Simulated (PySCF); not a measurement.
Sn(Me)(Cl)2 (CH3Cl2Sn), SMILES [Cl][Sn+]([Cl])[CH3], charge +1.

Geometry optimised at B3LYP-D3(BJ)/def2-SVP. The multiplicity is an assumed one; no other spin state was optimised. The isomer is the one that the SMILES or the coordinates give; other isomers of the formula were not compared. The def2 effective core potentials stand for the cores of Sn; spin–orbit coupling is left out.

Computed with TDDFT-PBE0/def2-SVPD (PySCF).

Vertical excitations. 

Computed excitation energies, oscillator strengths and character:
| state | energy (eV) | λ (nm) | f | main pairs |
|---|---|---|---|---|
| S1 | 4.69 | 264 | 0.008 | HOMO→LUMO 93 % |
| S2 | 4.77 | 260 | 0.000 | HOMO→LUMO+1 68 %, HOMO−2→LUMO 32 % |
| S3 | 4.79 | 259 | 0.000 | HOMO−2→LUMO 67 %, HOMO→LUMO+1 32 % |
| S4 | 4.83 | 257 | 0.001 | HOMO−1→LUMO+1 99 % |
| S5 | 4.91 | 252 | 0.044 | HOMO−1→LUMO 91 % |
| S6 | 5.29 | 234 | 0.037 | HOMO−2→LUMO+1 85 % |
| S7 | 5.31 | 234 | 0.013 | HOMO−3→LUMO 98 % |
| S8 | 5.77 | 215 | 0.004 | HOMO−3→LUMO+1 87 % |
| S9 | 6.19 | 200 | 0.004 | HOMO−4→LUMO+1 99 % |
| S10 | 6.58 | 189 | 0.000 | HOMO−5→LUMO+1 100 % |
| T1 | 4.15 | 299 | 0 | HOMO−1→LUMO 95 % |
| T2 | 4.23 | 293 | 0 | HOMO→LUMO 97 % |
| T3 | 4.40 | 282 | 0 | HOMO−2→LUMO 95 % |
| T4 | 4.64 | 267 | 0 | HOMO−1→LUMO+1 96 % |
Triplets are in the Tamm–Dancoff approximation, which puts them higher than full response would, so one can lie above its singlet here.
